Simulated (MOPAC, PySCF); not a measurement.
[Zn(Cl)(Br)], neutral singlet in the gas phase. 

Cartesian coordinates (Å):
```xyz
3

Zn     0.0075     0.0150     0.0028
Cl    -0.9185    -1.8287    -0.3439
Br     0.9883     1.9675     0.3701
```
Charge 0, multiplicity 1.

All levels are single points at this geometry (r2SCAN-D4/def2-SVP); Pople sets use spherical d functions. Orbital energies aren't observables, and empty levels follow the basis.

AM1 in MOPAC gives gap (eV) = 10.22.

**Question.** Estimate the gap (eV) from each of these levels: B3LYP-D3(BJ)/def2-TZVP in PySCF; TPSSh-D3(BJ)/def2-TZVP in PySCF; B3LYP/3-21G in PySCF; B3LYP/6-311+G** (LANL2DZ on Br, Zn) in PySCF; B3LYP/6-31G* (LANL2DZ on Zn) in PySCF; B3LYP/LANL2DZ in PySCF; BP86/6-31G* (LANL2DZ on Zn) in PySCF; PBE/6-31G* (LANL2DZ on Zn) in PySCF; SVWN5/6-31G* (LANL2DZ on Zn) in PySCF; HF/3-21G in PySCF; HF/STO-3G in PySCF; PM3 in MOPAC.

**Answer.** 
```tsv
level	gap (eV)
B3LYP-D3(BJ)/def2-TZVP in PySCF	6.44
TPSSh-D3(BJ)/def2-TZVP in PySCF	5.97
B3LYP/3-21G in PySCF	6.33
B3LYP/6-311+G** (LANL2DZ on Br, Zn) in PySCF	6.20
B3LYP/6-31G* (LANL2DZ on Zn) in PySCF	6.23
B3LYP/LANL2DZ in PySCF	6.10
BP86/6-31G* (LANL2DZ on Zn) in PySCF	4.71
PBE/6-31G* (LANL2DZ on Zn) in PySCF	4.72
SVWN5/6-31G* (LANL2DZ on Zn) in PySCF	4.59
HF/3-21G in PySCF	12.45
HF/STO-3G in PySCF	10.57
PM3 in MOPAC	8.99
```
